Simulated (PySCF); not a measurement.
Ge(Me)2(Et)(OMe), SMILES C[CH2][Ge]([CH3])([CH3])[O]C (C5H14GeO), GFN2-xTB optimised geometry.

```
21

C     -1.28    -2.55    -1.97
C     -1.49    -1.07    -1.70
Ge    -0.67    -0.44     0.00
C      1.34    -0.44     0.00
C     -1.36    -1.34     1.64
O     -1.24     1.27     0.00
C     -0.94     2.23     0.98
H     -1.75    -2.84    -2.91
H     -1.72    -3.15    -1.17
H     -0.22    -2.79    -2.03
H     -2.56    -0.84    -1.66
H     -1.08    -0.48    -2.52
H      1.71     0.17    -0.82
H      1.72    -1.44    -0.12
H      1.72    -0.03     0.94
H     -2.44    -1.21     1.71
H     -1.14    -2.40     1.61
H     -0.90    -0.92     2.53
H      0.14     2.42     1.05
H     -1.30     1.92     1.97
H     -1.44     3.15     0.69
```

Density from PBE0/def2-SVP in PySCF 2.14.0 at that geometry.

Minimum of the electron density along straight lines between bonded atoms, close to the bond critical point (lines longer than 1.1 times the sum of covalent radii, or with two minima, are not listed):

```json
[
 {"bond": "C1–C2", "length / Å": "1.522", "ρ at the minimum / e bohr⁻³": "[?]", "∇²ρ there / e bohr⁻⁵": "[?]", "position (fraction from the first atom)": "0.50"},
 {"bond": "C2–Ge3", "length / Å": "1.997", "ρ at the minimum / e bohr⁻³": "0.123", "∇²ρ there / e bohr⁻⁵": "[?]", "position (fraction from the first atom)": "0.53"},
 {"bond": "Ge3–C4", "length / Å": "2.001", "ρ at the minimum / e bohr⁻³": "0.120", "∇²ρ there / e bohr⁻⁵": "0.03", "position (fraction from the first atom)": "0.47"},
 {"bond": "Ge3–C5", "length / Å": "2.001", "ρ at the minimum / e bohr⁻³": "0.120", "∇²ρ there / e bohr⁻⁵": "0.03", "position (fraction from the first atom)": "0.47"},
 {"bond": "Ge3–O6", "length / Å": "1.795", "ρ at the minimum / e bohr⁻³": "0.130", "∇²ρ there / e bohr⁻⁵": "0.63", "position (fraction from the first atom)": "0.47"},
 {"bond": "O6–C7", "length / Å": "1.404", "ρ at the minimum / e bohr⁻³": "0.260", "∇²ρ there / e bohr⁻⁵": "-0.44", "position (fraction from the first atom)": "0.66"},
 {"bond": "C1–H8", "length / Å": "1.089", "ρ at the minimum / e bohr⁻³": "0.276", "∇²ρ there / e bohr⁻⁵": "-1.00", "position (fraction from the first atom)": "0.62"},
 {"bond": "C1–H9", "length / Å": "1.088", "ρ at the minimum / e bohr⁻³": "0.276", "∇²ρ there / e bohr⁻⁵": "-1.00", "position (fraction from the first atom)": "0.62"},
 {"bond": "C1–H10", "length / Å": "1.088", "ρ at the minimum / e bohr⁻³": "0.276", "∇²ρ there / e bohr⁻⁵": "-1.00", "position (fraction from the first atom)": "0.62"},
 {"bond": "C2–H11", "length / Å": "1.090", "ρ at the minimum / e bohr⁻³": "0.274", "∇²ρ there / e bohr⁻⁵": "-0.98", "position (fraction from the first atom)": "0.63"},
 {"bond": "C2–H12", "length / Å": "1.090", "ρ at the minimum / e bohr⁻³": "0.274", "∇²ρ there / e bohr⁻⁵": "-0.98", "position (fraction from the first atom)": "0.62"},
 {"bond": "C4–H13", "length / Å": "1.086", "ρ at the minimum / e bohr⁻³": "0.273", "∇²ρ there / e bohr⁻⁵": "-0.98", "position (fraction from the first atom)": "0.63"},
 {"bond": "C4–H14", "length / Å": "1.085", "ρ at the minimum / e bohr⁻³": "0.273", "∇²ρ there / e bohr⁻⁵": "-0.98", "position (fraction from the first atom)": "0.62"},
 {"bond": "C4–H15", "length / Å": "1.087", "ρ at the minimum / e bohr⁻³": "0.272", "∇²ρ there / e bohr⁻⁵": "-0.97", "position (fraction from the first atom)": "0.62"},
 {"bond": "C5–H16", "length / Å": "1.086", "ρ at the minimum / e bohr⁻³": "0.273", "∇²ρ there / e bohr⁻⁵": "-0.98", "position (fraction from the first atom)": "0.63"},
 {"bond": "C5–H18", "length / Å": "1.087", "ρ at the minimum / e bohr⁻³": "0.272", "∇²ρ there / e bohr⁻⁵": "-0.97", "position (fraction from the first atom)": "0.62"},
 {"bond": "C7–H19", "length / Å": "1.094", "ρ at the minimum / e bohr⁻³": "0.279", "∇²ρ there / e bohr⁻⁵": "-1.04", "position (fraction from the first atom)": "0.63"},
 {"bond": "C7–H20", "length / Å": "1.094", "ρ at the minimum / e bohr⁻³": "0.279", "∇²ρ there / e bohr⁻⁵": "-1.04", "position (fraction from the first atom)": "0.63"},
 {"bond": "C7–H21", "length / Å": "1.092", "ρ at the minimum / e bohr⁻³": "0.282", "∇²ρ there / e bohr⁻⁵": "-1.07", "position (fraction from the first atom)": "0.63"}
]
```

### Question
Fill in the missing entries.

### Answer

- C1–C2, ρ at the minimum / e bohr⁻³: 0.241
- C1–C2, ∇²ρ there / e bohr⁻⁵: -0.54
- C2–Ge3, ∇²ρ there / e bohr⁻⁵: 0.01
